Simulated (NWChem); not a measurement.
The numbers come from NWChem runs, not from measurements. System: trigermane (H₈Ge₃), charge 0, spin multiplicity 1, at a geometry optimised with PBE0/def2-SVP. Level: G0W0@CAM-B3LYP/def2-TZVP, RI basis def2-tzvp-rifit.

NWChem printed:

```
             Northwest Computational Chemistry Package (NWChem) 7.3.0
             --------------------------------------------------------

                                NWChem Input Module
                                -------------------

 Scaling coordinates for geometry "geometry" by  1.889725989
 (inverse scale =  0.529177249)

 Turning off AUTOSYM since
 SYMMETRY directive was detected!

                             Geometry "geometry" -> ""
                             -------------------------

 Output coordinates in angstroms (scale by  1.889725989 to convert to a.u.)

  No.       Tag          Charge          X              Y              Z
 ---- ---------------- ---------- -------------- -------------- --------------
    1 Ge                  32.0000    -2.00635000     0.00000000     0.44600500
    2 Ge                  32.0000     0.00000000     0.00000000    -0.91862700
    3 Ge                  32.0000     2.00635000     0.00000000     0.44600500
    4 H                    1.0000    -3.26907700     0.00000000    -0.43626600
    5 H                    1.0000    -2.03369600    -1.25016100     1.34562800
    6 H                    1.0000    -2.03369600     1.25016100     1.34562800
    7 H                    1.0000     0.00000000     1.24593700    -1.82913100
    8 H                    1.0000     0.00000000    -1.24593700    -1.82913100
    9 H                    1.0000     2.03369600    -1.25016100     1.34562800
   10 H                    1.0000     2.03369600     1.25016100     1.34562800
   11 H                    1.0000     3.26907700     0.00000000    -0.43626600

 Effective nuclear repulsion energy (a.u.)     747.0795743687

            Nuclear Dipole moment (a.u.)
            ----------------------------
        X                 Y               Z
 ---------------- ---------------- ----------------
     0.0000000000     0.0000000000    -0.0000491329

      Symmetry information
      --------------------

 Group name             C2v
 Group number             16
 Group order               4
 No. of unique centers     5

      Symmetry unique atoms

     1    2    4    5    7


 Summary of "ao basis" -> "" (spherical)
 ------------------------------------------------------------------------------
       Tag                 Description            Shells   Functions and Types
 ---------------- ------------------------------  ------  ---------------------
 *                         def2-tzvp                  on all atoms

 new library libraries.bse/

 Summary of "ri basis" -> "" (spherical)
 ------------------------------------------------------------------------------
       Tag                 Description            Shells   Functions and Types
 ---------------- ------------------------------  ------  ---------------------
 *                      def2-tzvp-rifit               on all atoms

                                 NWChem DFT Module
                                 -----------------

 Summary of "ao basis" -> "ao basis" (spherical)
 ------------------------------------------------------------------------------
       Tag                 Description            Shells   Functions and Types
 ---------------- ------------------------------  ------  ---------------------
 Ge                        def2-tzvp                16       48   6s5p4d1f
 H                         def2-tzvp                 4        6   3s1p

 Summary of "ao basis" -> "ao basis" (spherical)
 ------------------------------------------------------------------------------
       Tag                 Description            Shells   Functions and Types
 ---------------- ------------------------------  ------  ---------------------
 Ge                        def2-tzvp                16       48   6s5p4d1f
 H                         def2-tzvp                 4        6   3s1p

      Symmetry analysis of basis
      --------------------------

        a1         69
        a2         29
        b1         55
        b2         39

  int_init: cando_txs set to always be  F

            General Information
            -------------------
          SCF calculation type: DFT
          Wavefunction type:  closed shell.
          No. of atoms     :    11
[...]
   Bfn.  Coefficient  Atom+Function         Bfn.  Coefficient  Atom+Function
  ----- ------------  ---------------      ----- ------------  ---------------
    65      0.238993   2 Ge py              164      0.167857   7 H  s
   170     -0.167857   8 H  s                68      0.164471   2 Ge py
    17     -0.160317   1 Ge py              113     -0.160317   3 Ge py
    59     -0.116251   2 Ge py              152      0.115110   5 H  s
   158     -0.115110   6 H  s               176      0.115110   9 H  s

 Vector   51  Occ=2.000000D+00  E=-3.586118D-01  Symmetry=a1
              MO Center= -5.5D-15,  2.6D-15, -3.2D-01, r^2= 4.8D+00
   Bfn.  Coefficient  Atom+Function         Bfn.  Coefficient  Atom+Function
  ----- ------------  ---------------      ----- ------------  ---------------
    66      0.319351   2 Ge pz               69      0.220812   2 Ge pz
    18     -0.167362   1 Ge pz              114     -0.167362   3 Ge pz
    60     -0.149996   2 Ge pz              164     -0.137029   7 H  s
   170     -0.137029   8 H  s                16      0.122989   1 Ge px
   112     -0.122989   3 Ge px               21     -0.103583   1 Ge pz

 Vector   52  Occ=2.000000D+00  E=-3.312360D-01  Symmetry=b1
              MO Center= -2.9D-13, -2.7D-15, -1.8D-01, r^2= 5.1D+00
   Bfn.  Coefficient  Atom+Function         Bfn.  Coefficient  Atom+Function
  ----- ------------  ---------------      ----- ------------  ---------------
    64      0.339232   2 Ge px               16     -0.236828   1 Ge px
   112     -0.236828   3 Ge px               67      0.216374   2 Ge px
    19     -0.165606   1 Ge px              115     -0.165606   3 Ge px
    58     -0.155193   2 Ge px               18      0.127406   1 Ge pz
   114     -0.127406   3 Ge pz               10      0.110126   1 Ge px

 Vector   53  Occ=0.000000D+00  E= 3.183215D-02  Symmetry=a1
              MO Center=  3.7D-15,  4.1D-16, -1.1D-01, r^2= 8.6D+00
   Bfn.  Coefficient  Atom+Function         Bfn.  Coefficient  Atom+Function
  ----- ------------  ---------------      ----- ------------  ---------------
    54      1.555547   2 Ge s                 6     -1.030981   1 Ge s
   102     -1.030981   3 Ge s                69      0.675703   2 Ge pz
    21      0.624236   1 Ge pz              117      0.624236   3 Ge pz
   147      0.502496   4 H  s               189      0.502496  11 H  s
    19     -0.369964   1 Ge px              115      0.369964   3 Ge px

 Vector   54  Occ=0.000000D+00  E= 4.766356D-02  Symmetry=a1
              MO Center= -4.7D-15,  4.5D-17, -9.6D-02, r^2= 8.3D+00
   Bfn.  Coefficient  Atom+Function         Bfn.  Coefficient  Atom+Function
  ----- ------------  ---------------      ----- ------------  ---------------
    54      1.982821   2 Ge s                19     -0.989960   1 Ge px
   115      0.989960   3 Ge px              147     -0.740254   4 H  s
   189     -0.740254  11 H  s               165     -0.583643   7 H  s
   171     -0.583643   8 H  s                69      0.281612   2 Ge pz
   153     -0.234934   5 H  s               159     -0.234934   6 H  s

 Vector   55  Occ=0.000000D+00  E= 4.869477D-02  Symmetry=b1
              MO Center= -6.1D-15, -4.7D-15, -4.8D-02, r^2= 8.7D+00
   Bfn.  Coefficient  Atom+Function         Bfn.  Coefficient  Atom+Function
  ----- ------------  ---------------      ----- ------------  ---------------
    67      1.763893   2 Ge px                6      1.703799   1 Ge s
   102     -1.703799   3 Ge s                19      0.768150   1 Ge px
   115      0.768150   3 Ge px              153     -0.448613   5 H  s
   159     -0.448613   6 H  s               177      0.448613   9 H  s
   183      0.448613  10 H  s                21     -0.258606   1 Ge pz

 center of mass
 --------------
 x =   0.00000000 y =   0.00000000 z =  -0.00912019

 moments of inertia (a.u.)
 ------------------
         412.962161919507           0.000000000000          -0.000000000000
           0.000000000000        2641.024045687905           0.000000000000
          -0.000000000000           0.000000000000        2295.408881219200

     Multipole analysis of the density
     ---------------------------------

     L   x y z        total         alpha         beta         nuclear
     -   - - -        -----         -----         ----         -------
     0   0 0 0      0.000000    -52.000000    -52.000000    104.000000

     1   1 0 0     -0.000000     -0.000000     -0.000000      0.000000
     1   0 1 0      0.000000      0.000000      0.000000      0.000000
     1   0 0 1     -0.022778     -0.011365     -0.011365     -0.000049

     2   2 0 0    -44.793123   -550.102711   -550.102711   1055.412299
     2   1 1 0     -0.000000     -0.000000     -0.000000      0.000000
     2   1 0 1     -0.000000     -0.000000     -0.000000     -0.000000
     2   0 2 0    -43.972313    -38.692181    -38.692181     33.412049
     2   0 1 1      0.000000      0.000000      0.000000      0.000000
     2   0 0 2    -44.504355   -118.759981   -118.759981    193.015608

 Task  times  cpu:       83.6s     wall:       83.6s

                                NWChem Input Module
                                -------------------

                                 NWChem GW Module
                                 ----------------

                             ***********************
                             ***        GW       ***
                             ***********************

 Summary of "ri basis" -> "ri basis" (spherical)
 ------------------------------------------------------------------------------
       Tag                 Description            Shells   Functions and Types
 ---------------- ------------------------------  ------  ---------------------
 Ge                     def2-tzvp-rifit             37      159   10s9p8d5f4g1h
 H                      def2-tzvp-rifit              7       15   4s2p1d

  int_init: cando_txs set to always be  F
  int_init: cando_txs set to always be  F

                 Memory Information
                 ------------------
          Available GA per process is          1699.7 MBs
          Available stack per process is        700.0 MBs
          Available heap per process is           0.0 MBs

          Peak memory in Initialization
              Peak GA per process is                 49.9 MBs
              Peak stack per process is               0.3 MBs
              Peak heap per process is               51.7 MBs
              Memory not in MA per process            0.0 MBs

          Peak memory in CDGW Calculation
              Peak GA per process is                 55.8 MBs
              Peak stack per process is               5.5 MBs
              Peak heap per process is                5.4 MBs
              Memory not in MA per process            0.1 MBs

          Computing 2-center integrals
          Computing Inverse Cholesky factor
          Computing 3-center integrals
          Computing Vxc

          Computing Sigma_x
          Computing W(iw) on the imaginary grid
          Solving quasiparticle equations

                  Alpha Orbitals
          State     Energy (eV)     Error (eV)
          -----------------------------------
@GW        49        -12.016           0.002
@GW        50        -11.546           0.002
@GW        51        -10.483           0.002
@GW        52         -9.611           0.005
@GW        53          1.950           0.003
@GW        54          2.278           0.002

     GW Timing Statistics
   ------------------------
   Init.   :          0.1s
     ERIs  :          2.6s
     Distr.:          0.1s
     Vxc   :          6.6s
   Vmo     :          0.0s
   iW      :          7.3s
   I_n     :          0.0s
   R_n     :          0.5s
   GW total:         17.2s

 Task  times  cpu:       17.2s     wall:       17.2s

 Total times  cpu:      100.8s     wall:      100.8s
```

Problem. Write an NWChem input that would produce this output.

Solution. One answer among several that fit: 
```
start mol
memory heap 200 mb stack 700 mb global 1700 mb
geometry units angstroms nocenter noautoz
  Ge    -2.006350     0.000000     0.446005
  Ge     0.000000     0.000000    -0.918627
  Ge     2.006350     0.000000     0.446005
  H     -3.269077     0.000000    -0.436266
  H     -2.033696    -1.250161     1.345628
  H     -2.033696     1.250161     1.345628
  H      0.000000     1.245937    -1.829131
  H      0.000000    -1.245937    -1.829131
  H      2.033696    -1.250161     1.345628
  H      2.033696     1.250161     1.345628
  H      3.269077     0.000000    -0.436266
  symmetry group C2v
end
basis spherical
  * library def2-tzvp
end
basis "ri basis" bse spherical
  * library def2-tzvp-rifit
end
dft
  xc xcamb88 1.00 lyp 0.81 vwn_5 0.19 hfexch 1.00
  cam 0.33 cam_alpha 0.19 cam_beta 0.46
  direct
  iterations 100
  tolerances tight
end
task dft energy
gw
  method cdgw
  states alpha occ 4 vir 2
end
task dft gw
```
